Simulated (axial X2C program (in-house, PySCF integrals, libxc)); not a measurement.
## Ionising GaF

All values come from calculations with an axial X2C code built on PySCF integrals, spin-free (one-electron X2C) or two-component (2c: spin–orbit coupling with atomic mean-field Coulomb and Gaunt terms, which also bring small scalar terms), in Dyall basis sets with cores contracted in-house; open shells are unrestricted.

Basis sets: F dyall-av3z, Ga dyall-cv3z. Frozen shells (counts by l): GaF Ga 3s2p1d, F 1s, 10 electrons correlated; GaF⁺ Ga 3s2p1d, F 1s, 9 electrons correlated. Coupled cluster in natural virtuals with an MP2 remainder. Where the outer core of a metal is frozen, bonds come out longer and ionisation energies lower.

```
Hamiltonian    level       GaF state  Re (Å)  ωe (cm⁻¹)  De (eV)
  spin-free       HF  M_S = 0, Λ = 0   1.762      645.3     4.19
  spin-free     PBE0  M_S = 0, Λ = 0   1.783      609.1     5.93
         2c       HF           Ω = 0   1.763      645.0      n/a
         2c     PBE0           Ω = 0   1.784      608.9      n/a
         2c     CCSD           Ω = 0   1.786      619.4     5.86
         2c  CCSD(T)           Ω = 0   1.792      611.6     6.00
```

Adiabatic ionisation energy (minimum to minimum, no zero-point term) and constants of GaF⁺:

```
Hamiltonian    level        GaF⁺ state  IE (eV)  Re (Å)  ωe (cm⁻¹)  De (eV)  fragments
  spin-free       HF  M_S = 1/2, Λ = 0     9.33   1.669      816.0     0.39    Ga+ + F
  spin-free     PBE0  M_S = 1/2, Λ = 0    10.47   1.700      707.7     1.45    Ga+ + F
         2c       HF           Ω = 1/2     9.33   1.669      815.5     0.38    Ga+ + F
         2c     PBE0           Ω = 1/2    10.47   1.700      707.2     1.44    Ga+ + F
         2c     CCSD           Ω = 1/2    10.29   1.696      756.0     1.43    Ga+ + F
         2c  CCSD(T)           Ω = 1/2    10.28   1.702      746.5     1.60    Ga+ + F
```

Task: Add the zero-point terms to the ionisation energy at CCSD(T), 2c, and say whether the electron removed was bonding.

Result: IE0 = IE + (ωe⁺ − ωe)/2 = 10.28 + (0.008) = 10.29 eV. Re changes by -0.090 Å, so the bond shortens, as on loss of an antibonding or a polarising non-bonding electron.

Task: Close the cycle De(GaF⁺) + IE(GaF) = De(GaF) + IE(Ga) to find the atomic ionisation energy at CCSD(T), 2c.

Result: IE(Ga) = 1.60 + 10.28 − 6.00 = 5.88 eV, for the determinants used.

Each entry is the lowest single determinant of a limited PBE0 search at one distance. De goes to single-determinant-based atoms at the same level (for ions the charge split of lowest energy) and is withheld (n/a) where an atom does not fit its ground term or J level. Main or longest-lived isotopes. Some light 2c atoms are not at their ground J level, so De misses part of their lowering (0.04 eV or less). The functionals have no current term, which raises determinants with orbital currents.
